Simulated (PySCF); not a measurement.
B3LYP has the VWN-RPA correlation part, as in Gaussian. 

**H₂B, SMILES `[BH2]` (charge 0, multiplicity 2)**

Level of theory: B3LYP-D3(BJ)/def2-TZVP in PySCF 2.14.0.

```yaml
highest_occupied_spin_orbital: -5.87 eV
dipole_moment: 0.49 D
total_energy: -25.9471 Ha
cost: around 11 core-seconds (rough)
```

Bond lengths (Å): B1–H2 1.187, B1–H3 1.187. Bond angles (°): H2–B1–H3 129.6.
Charge 0, spin multiplicity 2.
